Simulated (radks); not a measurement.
Results of a calculation; reference values are marked as such.
Neutral oxygen inside a hard spherical wall (all orbitals vanish at R), configuration held at [He] 2s2 2p4 and not refilled when levels cross. Level of theory: scalar-relativistic Kohn-Sham, PBEsol, spin-polarised, spherical densities, point nucleus; open shells are filled with parallel spins first (a radial shooting solver on a logarithmic mesh with Libxc functionals). Eigenvalues in eV for spin up, with the zero of energy where the potential of the charges vanishes at infinity; a dash marks a level that is unbound or too diffuse for the functional's potential to be trusted. A positive occupied level is held by the wall or, in an anion where self-interaction has pushed it up, behind a barrier. The pressure on the wall is -dE/dV.

R (bohr)  E (hartree)  kinetic (hartree)    e(1s)    e(2s)    e(2p)  e(3s, empty)  e(3p, empty)  pressure (GPa)
free        -74.80536             74.674  -512.92  -25.053  -10.180             -             -               0
12          -74.80536             74.674  -512.92  -25.053  -10.180             -             -        < 0.0001
10          -74.80536             74.674  -512.92  -25.053  -10.180         0.303         1.829        < 0.0001
8           -74.80531             74.675  -512.91  -25.046  -10.173         0.954         3.002         0.00294
7           -74.80511             74.677  -512.88  -25.027  -10.154         1.691         4.161          0.0189
6           -74.80412             74.685  -512.79  -24.958  -10.083         3.111         6.188           0.131
5           -74.79889             74.721  -512.43  -24.710   -9.818         6.103        10.048            1.02
4           -74.76895             74.895  -511.04  -23.817   -8.823        13.316        18.345            9.53
3           -74.56769             75.836  -505.39  -20.258   -4.740        34.645        39.998             122
2.5         -74.14583             77.473  -497.42  -14.958    1.228        61.692        65.255             521
1.5         -68.23998             93.303  -444.42   35.380   50.451        270.98        240.48           17500
